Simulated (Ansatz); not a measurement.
## Counterpoise correction, worked out

The pair of Br⁻ (SMILES [Br-], atom 1) and HBr (SMILES Br, atoms 2–3), both closed shells, in one local arrangement (a lower one may exist), relaxed at PBE0-D4/def2-TZVPD:

Br1  (-0.116, 0.137, -1.703)
Br2  (0.116, -0.137, 1.703)
H3  (0.000, 0.000, 0.000)
(Å)

Ansatz 0.2.0; basis: def2-TZVPPD; cores frozen in the correlated methods. Filled d shells of the heavier atoms are correlated. The def2 sets are not built for correlating such inner shells, so the correlated values are less sure here.

MP2 total energies in eV:

| system | geometry | basis functions | energy |
| --- | --- | --- | --- |
| pair | pair | all | -140032.49821 |
| Br⁻ | as in the pair | all (partner as ghosts) | -70008.77236 |
| HBr | as in the pair | all (partner as ghosts) | -70022.06761 |
| Br⁻ | as in the pair | its own | -70008.67622 |
| HBr | as in the pair | its own | -70022.04456 |
| Br⁻ | free (PBE0-D4 minimum) | its own | -70008.67622 |
| HBr | free (PBE0-D4 minimum) | its own | -70022.83853 |

(1) Work out the interaction energy with and without the counterpoise correction, the superposition error, and the binding energy from the relaxed fragments.

T1 diagnostic: at most 0.007.

Answers

(1) Without correction: -140032.49821 − (-70008.67622) − (-70022.04456) = -1.77743 eV.
With correction (each fragment in the whole basis): -140032.49821 − (-70008.77236) − (-70022.06761) = -1.65824 eV = -38.24 kcal/mol.
The superposition error is the difference, 0.11919 eV, 7 % of the uncorrected value: each fragment borrows its partner's functions.
Deformation from the free shapes: 0.00000 eV for Br⁻ and 0.79397 eV for HBr.
Binding energy from relaxed fragments: -1.65824 + 0.00000 + 0.79397 = -0.86427 eV = -19.93 kcal/mol (electronic, without zero-point energy; negative means bound). The deformation is large: the pair is on the way to a chemical bond or a shared proton. For comparison, the corrected interaction energy by CCSD(T) at an estimated basis limit (MP2 extrapolated from triple and quadruple zeta, plus CCSD(T) − MP2 in triple zeta) is -1.634 eV.

For scale, one of the runs: CCSD(T)/def2-TZVPPD, 131 basis functions, launched by `ansatz run in.yaml --threads 2 --pin off --events-out ev --progress --plain --max-ram 5222MiB`. Hardware: 2 CPU threads of an Intel Xeon Platinum 8488C, shared host. Wall time about 6 s.
